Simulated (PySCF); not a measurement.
CH4BClS. Atoms are numbered in the order given.

```xyz
8

B     -0.5856     0.3990     0.0000
Cl    -0.0216     2.0678     0.0000
H     -1.7663     0.1770     0.0000
S      0.6100    -0.9182     0.0000
C     -0.4565    -2.4123     0.0000
H     -1.0853    -2.4388     0.8993
H      0.2123    -3.2829     0.0000
H     -1.0853    -2.4388    -0.8993
```

Geometry optimised at B3LYP-D3(BJ)/def2-SVP. The values are those of a single conformer.

The numbers are results of HF/def2-TZVP (PySCF), not measurements.

Isolated molecule, no solvent.

Computed frontier levels, gap, dipole moment and polarisability:
highest occupied level: -10.35 eV
lowest empty level: 2.27 eV
orbital gap: 12.61 eV
dipole moment: 2.71 D
quadrupole, principal values (traceless, Buckingham form, about the centre of nuclear charge): -2.90, -1.09, 3.98 D·Å
mean static polarisability: 55.6 bohr³ (8.23 Å³)
polarisability, principal values: 40.7, 49.9, 76.0 bohr³
